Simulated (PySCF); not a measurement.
CH4BF2OP.
Geometry (PBE0-D3(BJ)/def2-SVP, Å), atoms numbered from 1 in this order:
```
atom  x, y, z in Å
F1    -2.3349   -0.5296    1.3669
C2    -1.2979   -0.0061    0.7212
F3    -1.7552    0.5923   -0.3914
O4    -0.4517   -1.0273    0.3945
B5     0.6739   -0.8853   -0.3610
P6     1.2148    0.6961   -1.2907
H7    -0.8098    0.7540    1.3575
H8     1.3116   -1.8974   -0.5216
H9     0.8643    1.7084   -0.3521
H10    2.5928    0.6019   -0.9484
```

All values: PBE0/def2-SVPD (PySCF, non-relativistic), on one gas-phase PBE0-D3(BJ)/def2-SVP geometry that isn't relaxed in the solvent. The solvent is an IEF-PCM continuum (van der Waals radii × 1.2), and excitations are vertical TDDFT with non-equilibrium linear response and a frozen core. The model holds no explicit solvent molecules, cavitation or dispersion.

| run | E − E(gas) (kcal/mol) | HOMO (eV) | HOMO–LUMO gap (eV) | dipole (D) | lowest singlet (eV) | static polarisability (au) |
| --- | --- | --- | --- | --- | --- | --- |
| gas | 0.00 | -7.75 | 6.55 | 2.14 | 5.41 | 60.4 |
| P | -2.59 | -7.59 | 6.56 | 2.67 | 5.36 | 74.5 |
| Q | -3.75 | -7.55 | 6.56 | 2.94 | 5.38 | 81.4 |

Problem. The runs were made in acetonitrile and chloroform. Which run belongs to which solvent?

Solution. P = chloroform, Q = acetonitrile. The dielectric constants are 4.711 (chloroform), 35.69 (acetonitrile), and the energy falls further as ε rises. The optical constants n² used for the excitations are 2.09, 1.81 in the same order. In this model the ground state sees the solvent through ε alone.

Problem. How constant is the ratio of the lowering to (ε − 1)/(2ε + 1)?

Solution. 
```json
{"solvent": "chloroform", "(ε − 1)/(2ε + 1)": "0.356", "E − E(gas) (kcal/mol)": "-2.59", "ratio (kcal/mol)": "-7.3", "polarisation term (kcal/mol)": "-3.00"}
{"solvent": "acetonitrile", "(ε − 1)/(2ε + 1)": "0.479", "E − E(gas) (kcal/mol)": "-3.75", "ratio (kcal/mol)": "-7.8", "polarisation term (kcal/mol)": "-4.69"}
```

The ratio changes by +7.8 % in size from chloroform to acetonitrile. The polarisation term is half the interaction of the solute with the induced surface charges.
